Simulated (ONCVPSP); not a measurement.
# Before and after: ONCV potential for carbon

```json
{
  "Element": "carbon (C)",
  "Generator": "ONCVPSP 4.0.1",
  "Type": "optimised norm-conserving Vanderbilt (ONCV)",
  "Functional": "PBE",
  "Relativity": "scalar-relativistic",
  "Frozen core": "[He]",
  "Valence charge": "4",
  "Reference configuration": "2s2 2p2",
  "Partial waves": "2s: rc 0.80 bohr, ncon 3, nbas 6, qcut 8.9 1/bohr, 3 projectors, debl 0.7 Ha; 2p: rc 3.10 bohr, ncon 3, nbas 8, qcut 4.3 1/bohr, 2 projectors, debl 0.7 Ha; d scattering state at 0.06 Ha: rc 2.95 bohr, ncon 4, nbas 7, qcut 3.8 1/bohr, 2 projectors, debl 2.9 Ha",
  "Local potential": "polynomial inside 0.70 bohr (lpopt 4, dvloc0 0 Ha)",
  "Core correction": "Teter function, fcfact 5.25, rcfact 1.3"
}
```

All-electron outer shells of the reference configuration (PBE, scalar-relativistic, ld1.x):

```
shell  level (eV)  outermost node (bohr)  outermost maximum (bohr)
   1s     -273.38                      –                      0.17
   2s      -13.75                   0.38                      1.22
   2p       -5.29                      –                      1.20
```

Change: s: qcut 5.3.

Cutoffs: the cutoffs (Ha) at which the residual kinetic energy of the hardest occupied pseudo-wave falls to 1 and 0.1 mHa per electron; they do not see the model core or the augmentation charge, which bear on the density cutoff. Errors are all-electron minus pseudo energies relative to the spin-unpolarised reference configuration.

Q: Predict the effect on cutoff, ghosts and configuration errors.

A: The potential gets harder (21 Ha and 215 Ha → 30 Ha and 216 Ha); both files keep a bound ghost (s); the errors of the 4 common tests hardly move.

```csv
quantity,base,changed
"cutoff, loose",21 Ha,30 Ha
"cutoff, tight",215 Ha,216 Ha
loose cutoff by channel,"s 21 Ha, p 6.3 Ha","s 30 Ha, p 6.3 Ha"
bound ghosts,s,s
GHOST(+) flags under 300 eV,s at 122.5 eV,none
"error for 2s2 2p1, meV [ΔE 10.86 eV]",+248,+248
"error for 2s2 2p0, meV [ΔE 35.02 eV]",+1703,+1703
"error for 2s1 2p0, meV [ΔE 83.21 eV]",+3211,+3211
"error for 2s0 2p4, meV [ΔE 16.98 eV]",-236,-238
s: phases at 0.81 bohr within 0.05 rad from the reference energy up to (Ha; the scan ends near 5),4.0,to the end of the scan
p: phases at 3.14 bohr within 0.05 rad from the reference energy up to (Ha; the scan ends near 5),1.4,1.4
d: phases at 3.00 bohr within 0.05 rad from the reference energy up to (Ha; the scan ends near 5),1.9,1.9
"rms error of d²Exc/dni dnj with the model core, mHa",0.41,0.40
```

 A true bound ghost makes a file unfit for plane-wave use even where its test errors are small: the radial tests pick states by their node count and pass the ghost by.
